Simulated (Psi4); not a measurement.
Input file for Psi4: SAPT0/jun-cc-pV(D+d)Z on CH5ClS (a complex), monomers drawn apart or pushed together.

```
memory 2025 MB

molecule dimer {
0 1
S    -0.31625139    0.11783703   -0.45729565
H    -0.22977986    1.43462952   -0.20979202
H     0.59313329   -0.17891188    0.48813437
--
0 1
C    -0.62934311   -0.92796394    4.34428471
Cl    1.16091314   -0.86009169    4.18303217
H    -1.06066778   -0.69290530    3.37559863
H    -0.90114538   -1.93133157    4.65703036
H    -0.92754030   -0.19852938    5.09090630
units angstrom
symmetry c1
no_reorient
no_com
}

set {
  basis jun-cc-pV(D+d)Z
  scf_type df
  freeze_core true
}

energy('sapt0')
```

Output:

```
[...]
==> Input File <==

--------------------------------------------------------------------------
memory 2025 MB

molecule dimer {
0 1
S    -0.31625139    0.11783703   -0.45729565
H    -0.22977986    1.43462952   -0.20979202
H     0.59313329   -0.17891188    0.48813437
--
0 1
C    -0.62934311   -0.92796394    4.34428471
Cl    1.16091314   -0.86009169    4.18303217
H    -1.06066778   -0.69290530    3.37559863
H    -0.90114538   -1.93133157    4.65703036
H    -0.92754030   -0.19852938    5.09090630
units angstrom
symmetry c1
no_reorient
no_com
}

set {
  basis jun-cc-pV(D+d)Z
  scf_type df
  freeze_core true
}

energy('sapt0')
--------------------------------------------------------------------------


   => Loading Basis Set <=

    Name: JUN-CC-PV(D+D)Z
    Role: ORBITAL
    Keyword: BASIS
    atoms 1        entry S          line   698 file jun-cc-pv_dpd_z.gbs
    atoms 2-3, 6-8 entry H          line    60 file jun-cc-pv_dpd_z.gbs
    atoms 4        entry C          line   188 file jun-cc-pv_dpd_z.gbs
    atoms 5        entry CL         line   764 file jun-cc-pv_dpd_z.gbs

   => Loading Basis Set <=

    Name: JUN-CC-PV(D+D)Z
    Role: ORBITAL
    Keyword: BASIS
    atoms 1        entry S          line   698 file jun-cc-pv_dpd_z.gbs
    atoms 2-3, 6-8 entry H          line    60 file jun-cc-pv_dpd_z.gbs
    atoms 4        entry C          line   188 file jun-cc-pv_dpd_z.gbs
    atoms 5        entry CL         line   764 file jun-cc-pv_dpd_z.gbs


  //>>>>>>>>>>>>>>>>>>>>>>>>>>>>>>>>>>>//
  //              Dimer HF             //
  //<<<<<<<<<<<<<<<<<<<<<<<<<<<<<<<<<<<//

   => Libint2 <=

    Primary   basis highest AM E, G, H:  7, 6, 3
    Auxiliary basis highest AM E, G, H:  7, 7, 4
    Onebody   basis highest AM E, G, H:  -, -, -
    Solid Harmonics ordering:            Gaussian


   => Loading Basis Set <=

    Name: JUN-CC-PV(D+D)Z
    Role: ORBITAL
    Keyword: BASIS
    atoms 1        entry S          line   698 file jun-cc-pv_dpd_z.gbs
    atoms 2-3, 6-8 entry H          line    60 file jun-cc-pv_dpd_z.gbs
    atoms 4        entry C          line   188 file jun-cc-pv_dpd_z.gbs
    atoms 5        entry CL         line   764 file jun-cc-pv_dpd_z.gbs


         ---------------------------------------------------------
                                   SCF
               by Justin Turney, Rob Parrish, Andy Simmonett
                          and Daniel G. A. Smith
                              RHF Reference
                        1 Threads,   1931 MiB Core
         ---------------------------------------------------------

  ==> Geometry <==

    Molecular point group: c1
    Full point group: C1

    Geometry (in Angstrom), charge = 0, multiplicity = 1:

       Center              X                  Y                   Z               Mass
    ------------   -----------------  -----------------  -----------------  -----------------
         S           -0.316251390000     0.117837030000    -0.457295650000    31.972071174400
         H           -0.229779860000     1.434629520000    -0.209792020000     1.007825032230
         H            0.593133290000    -0.178911880000     0.488134370000     1.007825032230
         C           -0.629343110000    -0.927963940000     4.344284710000    12.000000000000
         CL           1.160913140000    -0.860091690000     4.183032170000    34.968852682000
         H           -1.060667780000    -0.692905300000     3.375598630000     1.007825032230
         H           -0.901145380000    -1.931331570000     4.657030360000     1.007825032230
         H           -0.927540300000    -0.198529380000     5.090906300000     1.007825032230

  Running in c1 symmetry.

  Rotational constants: A =      0.39637  B =      0.01743  C =      0.01681 [cm^-1]
  Rotational constants: A =  11882.77803  B =    522.57102  C =    504.06080 [MHz]
  Nuclear repulsion =  114.575150974439964

  Charge       = 0
  Multiplicity = 1
  Electrons    = 44
  Nalpha       = 22
  Nbeta        = 22

  ==> Algorithm <==

  SCF Algorithm Type is DF.
  DIIS enabled.
  MOM disabled.
  Fractional occupation disabled.
  Guess Type is SAD.
  Energy threshold   = 1.00e-08
  Density threshold  = 1.00e-08
  Integral threshold = 1.00e-12

  ==> Primary Basis <==

  Basis Set: JUN-CC-PV(D+D)Z
    Blend: JUN-CC-PV(D+D)Z
    Number of shells: 45
    Number of basis functions: 97
    Number of Cartesian functions: 102
    Spherical Harmonics?: true
    Max angular momentum: 2

   => Loading Basis Set <=

    Name: (JUN-CC-PV(D+D)Z AUX)
    Role: JKFIT
    Keyword: DF_BASIS_SCF
    atoms 1        entry S          line   666 file jun-cc-pvdz-jkfit.gbs
    atoms 2-3, 6-8 entry H          line    70 file jun-cc-pvdz-jkfit.gbs
    atoms 4        entry C          line   146 file jun-cc-pvdz-jkfit.gbs
    atoms 5        entry CL         line   746 file jun-cc-pvdz-jkfit.gbs

  ==> Integral Setup <==

  DFHelper Memory: AOs need 0.031 GiB; user supplied 1.414 GiB.
  SCF_SUBTYPE=INCORE selected. In-core MEM_DF algorith
[...]
l Energy:  -499.12238633519655

   => Energetics <=

    Nuclear Repulsion Energy =             51.0506668700863528
    One-Electron Energy =                -789.5138806044831199
    Two-Electron Energy =                 239.3408273992001511
    Total Energy =                       -499.1223863351965520

Computation Completed


Properties will be evaluated at   0.000000,   0.000000,   0.000000 [a0]

Properties computed using the SCF density matrix


 Multipole Moments:

 ------------------------------------------------------------------------------------
     Multipole            Electronic (a.u.)      Nuclear  (a.u.)        Total (a.u.)
 ------------------------------------------------------------------------------------

 L = 1.  Multiply by 2.5417464519 to convert [e a0] to [Debye]
 Dipole X            :        -25.6042359           24.6989307           -0.9053052
 Dipole Y            :         43.4514837          -43.4865829           -0.0350991
 Dipole Z            :       -208.3538993          208.4382854            0.0843860
 Magnitude           :                                                    0.9099069

 ------------------------------------------------------------------------------------

  Constructing Basis Sets for SAPT...

   => Loading Basis Set <=

    Name: (JUN-CC-PV(D+D)Z AUX)
    Role: RIFIT
    Keyword: DF_BASIS_SAPT
    atoms 1        entry S          line   488 file jun-cc-pvdz-ri.gbs
    atoms 2-3, 6-8 entry H          line    30 file jun-cc-pvdz-ri.gbs
    atoms 4        entry C          line   100 file jun-cc-pvdz-ri.gbs
    atoms 5        entry CL         line   544 file jun-cc-pvdz-ri.gbs

   => Loading Basis Set <=

    Name: (JUN-CC-PV(D+D)Z AUX)
    Role: JKFIT
    Keyword: DF_BASIS_ELST
    atoms 1        entry S          line   666 file jun-cc-pvdz-jkfit.gbs
    atoms 2-3, 6-8 entry H          line    70 file jun-cc-pvdz-jkfit.gbs
    atoms 4        entry C          line   146 file jun-cc-pvdz-jkfit.gbs
    atoms 5        entry CL         line   746 file jun-cc-pvdz-jkfit.gbs


  //>>>>>>>>>>>>>>>>>>>>>>>>>>>>>>>>>>>//
  //               SAPT0               //
  //<<<<<<<<<<<<<<<<<<<<<<<<<<<<<<<<<<<//



        SAPT0
    Ed Hohenstein
     6 June 2009

      Orbital Information
  --------------------------
    NSO        =        97
    NMO        =        97
    NRI        =       305
    NRI (Elst) =       436
    NOCC A     =         9
    NOCC B     =        13
    FOCC A     =         5
    FOCC B     =         6
    NVIR A     =        88
    NVIR B     =        84

    Elst10,r            =    -0.001214625725 [Eh]
    Exch10              =     0.000225129375 [Eh]
    Exch10 (S^2)        =     0.000225092014 [Eh]

    Maxiter = 50
    CPHF R converge = 1.000000E-08

    Iter     Energy [mEh]          dE [mEh]         Residual      Time [s]
       1      -0.06053885       0.060538849     1.317408e-03             0
       2      -0.07221373       0.011674878     6.330813e-04             0
       3      -0.07473396       0.002520237     8.207292e-05             0
       4      -0.07425835      -0.000475617     1.640408e-05             0
       5      -0.07427438       0.000016031     6.415910e-06             0
       6      -0.07428643       0.000012056     1.326540e-06             0
       7      -0.07428251      -0.000003924     2.838598e-07             0
       8      -0.07428298       0.000000474     8.975795e-08             0
       9      -0.07428297      -0.000000010     3.351107e-08             0
      10      -0.07428294      -0.000000034     6.873536e-09             0

    CHF Iterations converged

    Maxiter = 50
    CPHF R converge = 1.000000E-08

    Iter     Energy [mEh]          dE [mEh]         Residual      Time [s]
       1      -0.02895537       0.028955366     1.146751e-03             0
       2      -0.03521038       0.006255017     6.099691e-04             0
       3      -0.03728312       0.002072737     1.083641e-04             0
       4      -0.03718406      -0.000099057     4.249879e-05             0
       5      -0.03709181      -0.000092254     7.955815e-06             0
       6      -0.03710622       0.000014411     2.536076e-06             0
       7      -0.03710653       0.000000315     5.486776e-07             0
       8      -0.03710592      -0.000000619     1.367858e-07             0
       9      -0.03710594       0.000000027     4.643731e-08             0
      10      -0.03710597       0.000000031     1.095718e-08             0
      11      -0.03710597      -0.000000005     2.508433e-09             0

    CHF Iterations converged

    Ind20,r (A<-B)      =    -0.000074282938 [Eh]
    Ind20,r (B<-A)      =    -0.000037105969 [Eh]
    Ind20,r             =    -0.000111388907 [Eh]
    Exch-Ind20,r (A<-B) =     0.000036862441 [Eh]
    Exch-Ind20,r (B<-A) =     0.000008641937 [Eh]
    Exch-Ind20,r        =     0.000045504379 [Eh]
    Disp20              =    -0.000503984805 [Eh]
    Disp20 (SS)         =    -0.000251992402 [Eh]
    Disp20 (OS)         =    -0.000251992402 [Eh]
    Exch-Disp20         =     0.000016888991 [Eh]
    Exch-Disp20 (SS)    =     0.000009150139 [Eh]
    Exch-Disp20 (OS)    =     0.000007738852 [Eh]

    SAPT Results
  --------------------------------------------------------------------------------------------------------
    Electrostatics                 -1.21462573 [mEh]      -0.76218915 [kcal/mol]      -3.18899940 [kJ/mol]
      Elst10,r                     -1.21462573 [mEh]      -0.76218915 [kcal/mol]      -3.18899940 [kJ/mol]

    Exchange                        0.22512937 [mEh]       0.14127082 [kcal/mol]       0.59107709 [kJ/mol]
      Exch10                        0.22512937 [mEh]       0.14127082 [kcal/mol]       0.59107709 [kJ/mol]
      Exch10(S^2)                   0.22509201 [mEh]       0.14124737 [kcal/mol]       0.59097900 [kJ/mol]

    Induction                      -0.08881406 [mEh]      -0.05573166 [kcal/mol]      -0.23318127 [kJ/mol]
      Ind20,r                      -0.11138891 [mEh]      -0.06989759 [kcal/mol]      -0.29245153 [kJ/mol]
      Exch-Ind20,r                  0.04550438 [mEh]       0.02855443 [kcal/mol]       0.11947173 [kJ/mol]
      delta HF,r (2)               -0.02292953 [mEh]      -0.01438850 [kcal/mol]      -0.06020147 [kJ/mol]

    Dispersion                     -0.48709581 [mEh]      -0.30565724 [kcal/mol]      -1.27886988 [kJ/mol]
      Disp20                       -0.50398480 [mEh]      -0.31625524 [kcal/mol]      -1.32321192 [kJ/mol]
      Exch-Disp20                   0.01688899 [mEh]       0.01059800 [kcal/mol]       0.04434204 [kJ/mol]
      Disp20 (SS)                  -0.25199240 [mEh]      -0.15812762 [kcal/mol]      -0.66160596 [kJ/mol]
      Disp20 (OS)                  -0.25199240 [mEh]      -0.15812762 [kcal/mol]      -0.66160596 [kJ/mol]
      Exch-Disp20 (SS)              0.00915014 [mEh]       0.00574180 [kcal/mol]       0.02402369 [kJ/mol]
      Exch-Disp20 (OS)              0.00773885 [mEh]       0.00485620 [kcal/mol]       0.02031835 [kJ/mol]

  Total HF                         -1.07831041 [mEh]      -0.67665000 [kcal/mol]      -2.83110359 [kJ/mol]
  Total SAPT0                      -1.56540622 [mEh]      -0.98230723 [kcal/mol]      -4.10997347 [kJ/mol]

  Special recipe for scaled SAPT0 (see Manual):
    Electrostatics sSAPT0          -1.21462573 [mEh]      -0.76218915 [kcal/mol]      -3.18899940 [kJ/mol]
    Exchange sSAPT0                 0.22512937 [mEh]       0.14127082 [kcal/mol]       0.59107709 [kJ/mol]
    Induction sSAPT0               -0.08879139 [mEh]      -0.05571744 [kcal/mol]      -0.23312177 [kJ/mol]
    Dispersion sSAPT0              -0.48708740 [mEh]      -0.30565196 [kcal/mol]      -1.27884780 [kJ/mol]
  Total sSAPT0                     -1.56537515 [mEh]      -0.98228774 [kcal/mol]      -4.10989188 [kJ/mol]
  --------------------------------------------------------------------------------------------------------



*** Psi4 exiting successfully. Buy a developer a beer!
```

The run finished.

Cost: roughly 11 core-seconds.
